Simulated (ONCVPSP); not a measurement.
Before and after: ONCV potential for rhodium (Rh)

rhodium (Rh), optimised norm-conserving Vanderbilt (ONCV), made with ONCVPSP 4.0.1 (LDA (Perdew-Wang 92), scalar-relativistic). Core [Ar] 3d10, reference 4s2 4p6 4d7 5s2. Waves: 4s+5s: rc 1.75 bohr, ncon 3, nbas 8, qcut 5.5 1/bohr, 3 projectors, debl 2.6 Ha; 4p: rc 1.70 bohr, ncon 4, nbas 7, qcut 9.5 1/bohr, 2 projectors, debl 0.9 Ha; 4d: rc 1.40 bohr, ncon 5, nbas 8, qcut 7.2 1/bohr, 2 projectors, debl 3.8 Ha. Local part: polynomial inside 1.20 bohr (lpopt 1, dvloc0 0 Ha). Core correction: Teter function, fcfact 1.5, rcfact 1.6.

In the p channel the program set the typed energies aside and used -1.982, 0.250 Ha.

Change: all radii but the core radius scaled by about 1.09 (s 1.92, p 1.86, d 1.52 bohr); local potential polynomial inside 1.30 bohr (lpopt 1, dvloc0 0 Ha).

Cutoffs: the cutoffs (Ha) at which the residual kinetic energy of the hardest occupied pseudo-wave falls to 1 and 0.1 mHa per electron; they do not see the model core or the augmentation charge, which bear on the density cutoff. Errors are all-electron minus pseudo energies relative to the spin-unpolarised reference configuration.

Predict the effect on cutoff, ghosts and configuration errors.

The potential gets softer (28 Ha and 86 Ha → 27 Ha and 74 Ha); of the 4 tests that both files solve, the error grows in 0 and shrinks in 1 by more than 15 % and 0.3 meV (median size 9.9 → 9.6 meV); neither file shows a bound ghost. A larger radius leaves more room for a smooth pseudo-wave, so fewer plane waves are needed.

```tsv
quantity	base	changed
cutoff, loose	28 Ha	27 Ha
cutoff, tight	86 Ha	74 Ha
loose cutoff by channel	s 7.8 Ha, p 16 Ha, d 28 Ha	s 8.4 Ha, p 16 Ha, d 27 Ha
bound ghosts	none	none
GHOST(+) flags under 300 eV	s at 292.9 eV	none
error for 4s2 4p6 4d8 5s1, meV [ΔE -2.39 eV]	-4.3	-3.6
error for 4s2 4p6 4d8 5s0, meV [ΔE 5.40 eV]	-11	-10
error for 4s2 4p6 4d7 5s0, meV [ΔE 25.16 eV]	-11	-12
error for 4s2 4p6 4d8 5s0 5p1, meV [ΔE 1.35 eV]	-9.2	-8.9
rms error of d²Exc/dni dnj with the model core, mHa	1.38	1.57
```
